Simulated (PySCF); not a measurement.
Two species compared at the same levels of theory.

First species: C₂H₁₄SSi₄.
SMILES with atom numbers: `[SiH3:1][CH2:2][S:3][SiH2:4][CH:5]([SiH3:6])[SiH3:7]` (hydrogens: H8, H9, H10 on Si1; H11, H12 on C2; H13, H14 on Si4; H15 on C5; H16, H17, H18 on Si6; H19, H20, H21 on Si7)

Cartesian coordinates in Å at the GFN2-xTB level; atoms count from 1:
```xyz
21
C2H14SSi4 angstrom
Si     4.3500    0.5062   -0.2882
C      2.7217   -0.4281    0.0221
S      1.3214    0.7285   -0.1757
Si    -0.2622   -0.5766    0.4394
C     -1.8845    0.3792    0.3160
Si    -3.2775   -0.5689    1.1905
Si    -2.3190    0.8588   -1.4781
H      4.3185    1.0777   -1.6315
H      5.4314   -0.4769   -0.1672
H      4.4884    1.5503    0.7242
H      2.6739   -0.8337    1.0305
H      2.5757   -1.2456   -0.6812
H      0.0691   -0.9982    1.8045
H     -0.2239   -1.7537   -0.4313
H     -1.7477    1.3178    0.8606
H     -4.5193    0.2041    1.1364
H     -3.4670   -1.8684    0.5452
H     -2.9220   -0.7943    2.5943
H     -2.5109   -0.3630   -2.2642
H     -1.2591    1.6721   -2.0714
H     -3.5658    1.6295   -1.4754
```

Second species: C₂H₁₂N₂OSi₃.
SMILES: `N[Si@H]1CO[SiH2]C[SiH2]N1`

Levels: PBE0/pcSseg-1 for HOMO energy, LUMO energy and HOMO–LUMO gap. Geometries: GFN2-xTB. All species are isolated and taken at one optimised geometry, non-relativistic unless stated; the electronic structure was computed with PySCF and density fitting.

The conformers computed, where there is a choice (atom-mapped SMILES and torsion angles):
- `[SiH3:1][CH2:2][S:3][SiH2:4][CH:5]([SiH3:6])[SiH3:7]`: Si1–C2–S3–Si4 -174°, C2–S3–Si4–C5 -179°, S3–Si4–C5–Si6 -168°

The conformers of `N[Si@H]1CO[SiH2]C[SiH2]N1` aren't listed.

Values for the first species:

```
HOMO energy   : -6.86 eV
LUMO energy   : -0.29 eV
HOMO–LUMO gap : 6.57 eV
```

Problem. Estimate the same properties for the second species, and the change in each.

Solution. 
```json
{"property": "HOMO energy", "first": "-6.86 eV", "second": "-6.95 eV", "second less first": "-0.09 eV"}
{"property": "LUMO energy", "first": "-0.29 eV", "second": "0.44 eV", "second less first": "+0.73 eV"}
{"property": "HOMO–LUMO gap", "first": "6.57 eV", "second": "7.39 eV", "second less first": "+0.82 eV"}
```

